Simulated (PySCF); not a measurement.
Fill in the blanks.

Compound: BFH₅PSi.
SMILES: `B(P[SiH3])F`

Conformer (atom-mapped SMILES and torsion angles): `[F:1][BH:2][PH:3][SiH3:4]`: F1–B2–P3–Si4 -52°.

```tsv
property	level	value
point group	PBE0-D3(BJ)/def2-SVP	C1
rotational constants A, B, C	PBE0-D3(BJ)/def2-SVP	6.233, 2.736, 2.034 GHz
dipole moment	B3LYP/def2-SVPD	?
HOMO energy	B3LYP/def2-SVPD	-7.36 eV
LUMO energy	B3LYP/def2-SVPD	?
lowest singlet excitation	TDDFT B3LYP/def2-SVPD	?
strongest line among the 10 lowest singlet transitions	TDDFT B3LYP/def2-SVPD	S2 at 5.86 eV (212 nm, f = 0.066)
lowest triplet excitation (Tamm–Dancoff)	TDA B3LYP/def2-SVPD	?
static isotropic polarisability	B3LYP/def2-SVPD	?
vertical ionisation energy	ΔSCF B3LYP/def2-SVPD	?
electronic spatial extent ⟨r²⟩ about the centre of nuclear charge	B3LYP/def2-SVPD	592 bohr²
1H chemical shifts (computed TMS as zero) by class	GIAO PBE0/pcSseg-1	6.60 (1 H), 4.19 (3 H), 2.05 (1 H) ppm
isotropic shieldings of nuclei other than C and H, by class	GIAO PBE0/pcSseg-1	?
```

The electronic properties come from PySCF, for the isolated species, density fitting. NMR classes are plain means over equivalent atoms (diastereotopic ones count apart unless rotation or inversion swaps them), as if these changed places fast; in this geometry the members of some classes differ.

Task: The dipole moment?

Result: 1.10 D.

Task: The static isotropic polarisability?

Result: 72.6 au.

Task: The lowest singlet excitation?

Result: 4.97 eV (250 nm, f = 0.039).

Task: The LUMO energy?

Result: -1.57 eV.

Task: Give the vertical ionisation energy.

Result: 9.62 eV.

Task: What is the lowest triplet excitation (Tamm–Dancoff)?

Result: 4.09 eV.

Task: Give the isotropic shieldings of nuclei other than C and H, by class.

Result: 34 (1 B), 160 (1 F), 433 (1 Si), 548 (1 P) ppm.

No computed singlet falls in the visible range (750 to 380 nm, 1.65 to 3.26 eV); S1 lies 1.71 eV above its blue end. The rotational constants make it an asymmetric top with κ = (2B − A − C)/(A − C) = -0.67, nearer the prolate limit (−1). In wavenumbers S1 is 40100 cm⁻¹ (1 eV = 8065.54 cm⁻¹). The polarisability is 10.76 Å³ as a volume (1 au = 0.148185 Å³), or 1.51 au for each of the 48 electrons.

For the geometry optimisation (PBE0-D3(BJ)/def2-SVP), hardware: one thread of an Arm Neoverse V1, no GPU, shared host. Cost: 15 s.

One conformer stands for the species.
